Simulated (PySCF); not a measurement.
## Electronic structure of Ne+ (neon, charge +1) at the r2SCAN level

Configuration: [He] 2s2 2p5, 2P determinant. Computed with PySCF 2.14 in aug-cc-pVDZ-DK, with scalar relativity by spin-free X2C-1e.

| Quantity | Value |
| --- | --- |
| Total energy | -128.2251 hartree |
| One-electron energy | -175.0897 hartree |
| Hartree (Coulomb) energy | 58.8263 hartree |
| Exchange-correlation energy | -11.9618 hartree |
| ⟨S²⟩ | 0.7514 |
| ⟨L²⟩ | 2.005 |
| Sum of ⟨r⟩ | 6.467 bohr |
| Sum of ⟨r²⟩ | 6.934 bohr² |
| Traceless quadrupole moment −½Σ⟨3z² − r²⟩ along its main axis | 0.431 e·bohr² |
| Langevin diamagnetic susceptibility | -5.49 ×10⁻⁶ cm³/mol |
| Time after the integrals | 0.19 s of wall time on 1 thread of Neoverse-V1 (shared host) |

```csv
shell,electrons,mean orbital energy (hartree),spread (hartree),"rms radius, mean of both spins (bohr)"
1s α,1,-31.66824,0,0.183
1s β,1,-31.62018,0,0.183
2s α,1,-2.17771,0,0.952
2s β,1,-2.05214,0,0.952
2p α,3,-1.25994,0.12157,1.01
2p β,2,-1.17925,0,1.01
```
